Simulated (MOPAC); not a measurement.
MOPAC input (PM3):

```
PM3 FORCE THERMO(298,298) PRECISE LET CHARGE=-1 GEO-OK AUX(PRECISION=9) THREADS=1
CH9N2Si2

C     1.83984706 1    0.78819287 1   -0.63451824 1
Si    1.40906639 1   -0.16181594 1    0.70005489 1
N    -0.03997507 1   -1.20326437 1    0.40404967 1
Si   -1.46847047 1   -0.18588285 1    0.17567675 1
N    -1.45638238 1    0.92598416 1   -1.25679732 1
H     1.55485648 1    1.82311775 1   -0.74958069 1
H     2.49620101 1    0.44519966 1   -1.41907500 1
H     2.44432013 1   -1.20430890 1    1.10133853 1
H     1.00144095 1    0.62596525 1    1.93480907 1
H     0.05638438 1   -1.96035258 1   -0.23681175 1
H    -2.72062778 1   -1.02916452 1    0.02013456 1
H    -1.68891092 1    0.67283281 1    1.40257451 1
H    -0.74136176 1    1.62341414 1   -1.16313203 1
H    -1.28101013 1    0.42741271 1   -2.10681996 1
```

Output:

```
 *******************************************************************************
 **                                                                           **
 **                              MOPAC v23.2.5                                **
 **                                                                           **
 *******************************************************************************
 ** MOPAC's Digital Object Identifier: https://doi.org/10.5281/zenodo.6511958 **
 **                                                                           **
 ** Please cite the open-source release paper for use of this MOPAC version:  **
 ** J. E. Moussa and J. J. P. Stewart (2026)                                  **
 ** MOPAC: An open-source semiempirical molecular orbital program             **
 ** J. Open Source Softw., 11(119), 8025, https://doi.org/10.21105/joss.08025 **
 *******************************************************************************

                              PM3 CALCULATION RESULTS

 *******************************************************************************
 *  PM3        - The PM3 Hamiltonian to be used
 *  GEO-OK     - OVERRIDE INTERATOMIC DISTANCE AND OTHER SAFETY CHECKS
 *
 *
 *
 *                 CHARGE ON SYSTEM = -1
 *
 *
 *
 *  LET        - OVERRIDE SOME SAFETY CHECKS
 *  PRECISE    - TIGHTER CRITERIA TO BE USED
 *  FORCE      - FORCE CALCULATION SPECIFIED
 *  AUX        - OUTPUT AUXILIARY INFORMATION
 *  THERMO     - THERMODYNAMIC QUANTITIES TO BE CALCULATED
 *******************************************************************************
PM3 FORCE THERMO(298,298) PRECISE LET CHARGE=-1 GEO-OK AUX(PRECISION=9) THREADS=1
 CH9N2Si2

   ATOM   CHEMICAL          X               Y               Z
  NUMBER   SYMBOL      (ANGSTROMS)     (ANGSTROMS)     (ANGSTROMS)

     1       C          1.83984706  *   0.78819287  *  -0.63451824  *
     2      Si          1.40906639  *  -0.16181594  *   0.70005489  *
     3       N         -0.03997507  *  -1.20326437  *   0.40404967  *
     4      Si         -1.46847047  *  -0.18588285  *   0.17567675  *
     5       N         -1.45638238  *   0.92598416  *  -1.25679732  *
     6       H          1.55485648  *   1.82311775  *  -0.74958069  *
     7       H          2.49620101  *   0.44519966  *  -1.41907500  *
     8       H          2.44432013  *  -1.20430890  *   1.10133853  *
     9       H          1.00144095  *   0.62596525  *   1.93480907  *
    10       H          0.05638438  *  -1.96035258  *  -0.23681175  *
    11       H         -2.72062778  *  -1.02916452  *   0.02013456  *
    12       H         -1.68891092  *   0.67283281  *   1.40257451  *
    13       H         -0.74136176  *   1.62341414  *  -1.16313203  *
    14       H         -1.28101013  *   0.42741271  *  -2.10681996  *

          CARTESIAN COORDINATES

    NO.       ATOM           X           Y           Z

     1         C          1.8398      0.7882     -0.6345
     2        Si          1.4091     -0.1618      0.7001
     3         N         -0.0400     -1.2033      0.4040
     4        Si         -1.4685     -0.1859      0.1757
[...]
 TRAVEL (Ang.)       0.1897         C  1 -- Si 2          +1.0% ( 10.3%)      1.7%
 REDUCED MASS        0.5851
 EFFECTIVE MASS      1.5432
 FORCE CONSTANT      3.5371

 VIBRATION         33   33A           ATOM PAIR      ENERGY CONTRIBUTION    RADIAL
 FREQUENCY          3224.72         C  1 -- H  7         +69.3% ( 82.2%)     98.8%
 TRANSITION DIPOLE   0.2496         C  1 -- H  6         +30.3% ( 54.3%)     93.0%
 TRAVEL (Ang.)       0.1954         C  1 -- Si 2          +0.4% (  6.3%)     90.6%
 REDUCED MASS        0.5475
 EFFECTIVE MASS      1.2430
 FORCE CONSTANT      3.3546

 VIBRATION         34   34A           ATOM PAIR      ENERGY CONTRIBUTION    RADIAL
 FREQUENCY          3371.17         N  5 -- H 13         +58.1% ( 78.8%)     97.5%
 TRANSITION DIPOLE   0.1243         N  5 -- H 14         +41.2% ( 66.3%)     95.9%
 TRAVEL (Ang.)       0.1936         Si 4 -- N  5          +0.7% (  8.7%)      0.1%
 REDUCED MASS        0.5339
 EFFECTIVE MASS      1.5174
 FORCE CONSTANT      3.5749

 VIBRATION         35   35A           ATOM PAIR      ENERGY CONTRIBUTION    RADIAL
 FREQUENCY          3436.28         N  3 -- H 10         +98.9% (100.0%)    100.0%
 TRANSITION DIPOLE   0.2706         Si 2 -- N  3          +0.6% (  7.5%)     21.9%
 TRAVEL (Ang.)       0.1445         N  3 -- Si 4          +0.6% (  7.5%)     18.5%
 REDUCED MASS        0.9403
 EFFECTIVE MASS      1.3991
 FORCE CONSTANT      6.5419

 VIBRATION         36   36A           ATOM PAIR      ENERGY CONTRIBUTION    RADIAL
 FREQUENCY          3516.15         N  5 -- H 14         +59.5% ( 74.9%)     99.3%
 TRANSITION DIPOLE   0.3199         N  5 -- H 13         +40.2% ( 61.6%)     97.9%
 TRAVEL (Ang.)       0.1956         Si 4 -- N  5          +0.3% (  5.0%)     36.9%
 REDUCED MASS        0.5012
 EFFECTIVE MASS      1.2225
 FORCE CONSTANT      3.6511

      SYMMETRY NUMBER FOR POINT-GROUP C1  =  1

          SYSTEM IS A GROUND STATE

 CH9N2Si2

          MOLECULE IS NOT LINEAR

          THERE ARE 36 GENUINE VIBRATIONS IN THIS SYSTEM
          THIS THERMODYNAMICS CALCULATION IS LIMITED TO
          MOLECULES WHICH HAVE NO INTERNAL ROTATIONS

                    CALCULATED THERMODYNAMIC PROPERTIES
                                          *
   TEMP. (K)   PARTITION FUNCTION   H.O.F.    ENTHALPY  HEAT CAPACITY ENTROPY
                                   KCAL/MOL   CAL/MOLE    CAL/K/MOL  CAL/K/MOL

 298.00  VIB.     0.1645D+04                  3842.2929    25.9025    27.6093
         ROT.     0.2161D+06                   888.2803     2.9808    27.3904
         INT.     0.3553D+09                  4730.5732    28.8833    54.9997
         TRA.     0.1044D+28                  1480.4672     4.9680    39.8688
         TOT.                      -30.633    6211.0404    33.8513    94.8684

   *: NOTE: HEATS OF FORMATION ARE RELATIVE TO THE
            ELEMENTS IN THEIR STANDARD STATE AT 298K
              (=  Standard Enthalpy of Formation).

            Hvib:  Zero-point energy is not included.
                   frequencies of less than zero cm-1 are not included.
            Hrot = (3/2)RT
            Htra = (3/2)RT + pV = (5/2)RT

            Heat capacity is Cp, not Cv

          For more information, see: HTTP://OpenMOPAC.net/Manual/thermochemistry.html

           FORCE CONSTANT IN CARTESIAN COORDINATES (Millidynes/A)

    ATOM   CHEMICAL       X               Y               Z
   NUMBER   SYMBOL  FORCE CONSTANT  FORCE CONSTANT  FORCE CONSTANT

      1       C        6.910984        0.889143        8.017091
      2      Si        5.302122        4.554059        3.943452
      3       N        1.502423        6.796241        7.988762
      4      Si        5.372779        4.265786        5.610324
      5       N        7.135952        7.033187        4.920596
      6       H        2.166221        0.221453        4.104766
      7       H        2.145420        0.154038        4.212479
      8       H        0.611049        0.616386        1.559659
      9       H        0.620649        0.666997        1.533759
     10       H        0.219513        2.497758        4.753551
     11       H        0.703427        1.826920        0.291002
     12       H        0.561638        0.799137        1.473510
     13       H        2.189139        4.986298        0.667712
     14       H        1.852409        2.342173        3.733095

 **********************
 *                    *
 * JOB ENDED NORMALLY *
 *                    *
 **********************

 == MOPAC DONE ==
```

The dipole moment of an ion depends on the origin.
